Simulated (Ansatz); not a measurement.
Molecule: C3H2NS, charge 0, multiplicity 2. It need not be the lowest isomer of its formula. 
Geometry from a B3LYP-D3(BJ)/def2-TZVP (Ansatz, a first-principles code) optimisation:
```xyz
7

C      1.1642    -0.1021    -0.4273
N      0.6310    -1.2317    -0.5052
C     -0.6814    -1.2263    -0.0490
C     -1.1101    -0.0124     0.3819
S      0.1674     1.1593     0.2116
H     -1.2568    -2.1387    -0.0618
H     -2.0753     0.2559     0.7789
```
Charge 0, spin multiplicity 2.

Total electronic energies in hartree. Cores are frozen in the correlated levels unless marked. Open shells are spin-unrestricted. No spin-orbit coupling. Non-relativistic. CBS marks a two-point X^-3 extrapolation of the correlation energy; Hartree-Fock from the larger set.

The UHF reference is spin-contaminated (<S^2> 0.27 over the pure value in the largest basis). 

```csv
level,program,energy (Eh)
HF/6-31G,Ansatz,-566.51049
HF/cc-pV(T+d)Z,Ansatz,-566.73757
HF/def2-TZVPP,Ansatz,-566.73620
PBE/def2-TZVPD,Ansatz,-568.07630
revPBE/def2-TZVPD,Ansatz,-568.33743
B3LYP-D4/def2-TZVPD,Ansatz + dftd4,-568.47350
B3LYP/def2-TZVPD,Ansatz,-568.46201
PBE0/STO-3G,Ansatz,-561.51527
PBE0/def2-QZVPP,Ansatz,-568.12938
BHLYP-D4/def2-TZVPD,Ansatz + dftd4,-568.34344
CAM-B3LYP/def2-TZVPD,Ansatz,-568.36471
LC-wPBE/def2-TZVPD,Ansatz,-568.20012
wB97M-V/def2-TZVPD,Ansatz,-568.36667
SCS-MP2/cc-pV(D+d)Z,Ansatz,-567.29063
SCS-MP2/def2-SVP,Ansatz,-567.00901
SCS-MP2/cc-pV(T+d)Z,Ansatz,-567.50301
SCS-MP2/cc-pVTZ,Ansatz,-567.49999
CCSD/STO-3G,Ansatz,-560.49161
CCSD(T)/STO-3G,Ansatz,-560.50012
CCSD(T)/cc-pV(D+d)Z,Ansatz,-567.39465
CCSD(T)/cc-pwCVTZ,Ansatz,-567.62497
CCSD(T)/def2-TZVPP,Ansatz,-567.60903
"CCSD(T)/CBS(cc-pV(T+d)Z,cc-pV(Q+d)Z)",Ansatz,-567.7161
```

Totals of different functionals don't rank their quality; only differences between species are comparable.
